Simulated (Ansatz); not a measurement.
```xyz
10

C     0.0000    0.0000    0.0000
C     0.0000    0.0000    1.4600
C     0.0000    0.0000    2.6700
C     0.0000    0.0000    4.1300
H     0.0000   -1.0275   -0.3639
H    -0.8898    0.5137   -0.3639
H     0.8898    0.5137   -0.3639
H     0.0000   -1.0275    4.4939
H     0.8898    0.5137    4.4939
H    -0.8898    0.5137    4.4939
```

Basis set: 6-31G* (spherical functions). Frozen core: 4 orbitals. Charge 0, multiplicity 1.

Computed with Ansatz (development build ahead of 0.2.0); each method stands on the lowest determinant of its kind that the runs found. Restricted open shells among the atoms or ions are ROHF, correlated in semicanonical orbitals with singles.

The atomization energy at this shape (free ground-state atoms in the same class of orbitals less the molecule, no zero-point energy) of singlet C₄H₆:

```tsv
method	atomization energy
RHF	759.12 kcal/mol
```

(1) What does RHF-MP2 give?

Answers

(1) 938.00 kcal/mol.
